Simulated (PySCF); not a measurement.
A side-by-side comparison of computed properties.

First species: C7H8O.
InChI=1S/C7H8O/c1-3-7(2)5-4-6-8/h3-4,6H,1H2,2H3

Second species: C6H5FS2.
Numbering: `[CH3:1][C:2](=[S:3])[c:4]1[cH:5][cH:6][c:7]([F:8])[s:9]1` (hydrogens: H10, H11, H12 on C1; H13 on C5; H14 on C6)

Levels: PBE0/def2-SVPD for dipole moment, HOMO energy, LUMO energy, HOMO–LUMO gap, static isotropic polarisability and electronic spatial extent ⟨r²⟩ about the centre of nuclear charge; TDDFT PBE0/def2-SVPD for lowest singlet excitation; TDA PBE0/def2-SVPD for lowest triplet excitation (Tamm–Dancoff); GFN2-xTB for rotational constant A and rotational constant C. Geometries: GFN2-xTB. Each species is one conformer at its optimised geometry, gas phase, non-relativistic unless stated. Electronic properties by PySCF.

Dipoles, sizes and rotational constants follow the conformer. The torsions of the flexible species, by atom-mapped SMILES:
- `[CH2:1]=[CH:2][C:3]([CH3:4])=[C:5]=[CH:6][CH:7]=[O:8]`: C1–C2–C3–C4 -1°, C5–C6–C7–O8 178°
- `[CH3:1][C:2](=[S:3])[c:4]1[cH:5][cH:6][c:7]([F:8])[s:9]1`: C1–C2–C4–C5 180°

Values for the first species:

| Item | Value |
| --- | --- |
| Dipole moment | 4.27 D |
| HOMO energy | -7.10 eV |
| LUMO energy | -1.66 eV |
| HOMO–LUMO gap | 5.44 eV |
| Lowest singlet excitation | 3.73 eV |
| Lowest triplet excitation (Tamm–Dancoff) | 3.24 eV |
| Static isotropic polarisability | 99.5 au |
| Electronic spatial extent ⟨r²⟩ about the centre of nuclear charge | 1436 bohr² |
| Rotational constant A | 5.443 GHz |
| Rotational constant C | 0.780 GHz |

Problem. Estimate the same properties for the second species, and the change in each.

Solution. 
```
                                                         property       first      second  second less first
                                                    dipole moment      4.27 D      2.11 D            -2.16 D
                                                      HOMO energy    -7.10 eV    -6.42 eV           +0.68 eV
                                                      LUMO energy    -1.66 eV    -2.77 eV           -1.11 eV
                                                    HOMO–LUMO gap     5.44 eV     3.65 eV           -1.79 eV
                                        lowest singlet excitation     3.73 eV     2.15 eV           -1.58 eV
                         lowest triplet excitation (Tamm–Dancoff)     3.24 eV     1.76 eV           -1.48 eV
                                  static isotropic polarisability     99.5 au    117.7 au           +18.2 au
electronic spatial extent ⟨r²⟩ about the centre of nuclear charge  1436 bohr²  1780 bohr²         +344 bohr²
                                            rotational constant A   5.443 GHz   2.950 GHz         -2.493 GHz
                                            rotational constant C   0.780 GHz   0.576 GHz         -0.204 GHz
```

On the first: The vertical singlet–triplet gap S1 − T1 is 0.49 eV (TDDFT singlet less Tamm–Dancoff triplet; S1: HOMO→LUMO, weight 0.76; T1: HOMO→LUMO, weight 0.61, beside HOMO−1→LUMO, weight 0.34). The dipole equals about 14.3 × 10⁻³⁰ C·m (1 D = 3.33564 × 10⁻³⁰ C·m).

On the second: 1 of the 6 computed singlets lies in the visible range (750 to 380 nm, 1.65 to 3.26 eV), with an oscillator strength of 0.000. The vertical singlet–triplet gap S1 − T1 is 0.39 eV (TDDFT singlet less Tamm–Dancoff triplet; S1: HOMO→LUMO, weight 0.99; T1: HOMO→LUMO, weight 0.97).
